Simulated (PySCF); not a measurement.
Isomers of C5H4F4O, one GFN2-xTB conformer each. Single-point energies are computed at PBE0/pcSseg-1 (PySCF, gas phase, no added dispersion term), electronic only.

| SMILES | GFN2-xTB relative energy (kJ/mol) |
| --- | --- |
| F[C@H]1C=C(OC(F)(F)F)C1 | 32.2 |
| C/C=C(/C(=O)F)C(F)(F)F | 16.9 |
| O=C(F)C1(C(F)(F)F)CC1 | 0.0 |
| C=C(OCF)C(F)=C(F)F | 137.8 |

Conformers: `[F:1][C@H:2]1[CH:3]=[C:4]([O:5][C:6]([F:7])([F:8])[F:9])[CH2:10]1` with C3–C4–O5–C6 1°; `[CH3:1]/[CH:2]=[C:3](/[C:4](=[O:5])[F:6])[C:7]([F:8])([F:9])[F:10]` with C2–C3–C4–O5 180°; `[O:1]=[C:2]([F:3])[C:4]1([C:5]([F:6])([F:7])[F:8])[CH2:9][CH2:10]1` with O1–C2–C4–C5 180°; `[CH2:1]=[C:2]([O:3][CH2:4][F:5])[C:6]([F:7])=[C:8]([F:9])[F:10]` with C1–C2–O3–C4 0°, C2–O3–C4–F5 180°, C1–C2–C6–F7 0°.

Problem. What does PBE0/pcSseg-1 give for the same structures?

Solution. 
```tsv
SMILES	PBE0/pcSseg-1 E (Eh)	PBE0/pcSseg-1 (kJ/mol)	GFN2-xTB (kJ/mol)	point group
O=C(F)C1(C(F)(F)F)CC1	-666.80155	0.0	0.0	Cs
C/C=C(/C(=O)F)C(F)(F)F	-666.80040	3.0	16.9	–
F[C@H]1C=C(OC(F)(F)F)C1	-666.75196	130.2	32.2	C1
C=C(OCF)C(F)=C(F)F	-666.71028	239.6	137.8	Cs
```

Both levels put the same isomer lowest; measured from each level's own lowest isomer, the values differ by up to 101.8 kJ/mol (C=C(OCF)C(F)=C(F)F: 137.8 against 239.6). As drawn, the lowest has a three-membered ring, a C=O bond and a quaternary carbon, which the highest lacks; the highest has a C=C bond outside aromatic rings, which the lowest lacks. Neighbours under 10 kJ/mol apart (O=C(F)C1(C(F)(F)F)CC1 and C/C=C(/C(=O)F)C(F)(F)F) can change places with a better method, another conformer or zero-point energy.

Problem. Which frontier levels, dipoles and rotational constants go with these structures?

Solution. 
```csv
SMILES,"HOMO (eV, PBE0/pcSseg-1)",LUMO (eV),dipole (D),"A, B, C (MHz)"
O=C(F)C1(C(F)(F)F)CC1,-9.52,-0.96,3.05,"1914, 1303, 963.7"
C/C=C(/C(=O)F)C(F)(F)F,-9.07,-2.42,4.80,"1643, 1267, 821.5"
F[C@H]1C=C(OC(F)(F)F)C1,-7.95,-0.25,1.69,"3514, 688.9, 660.0"
C=C(OCF)C(F)=C(F)F,-7.03,-0.97,2.47,"2046, 843.5, 599.6"
```
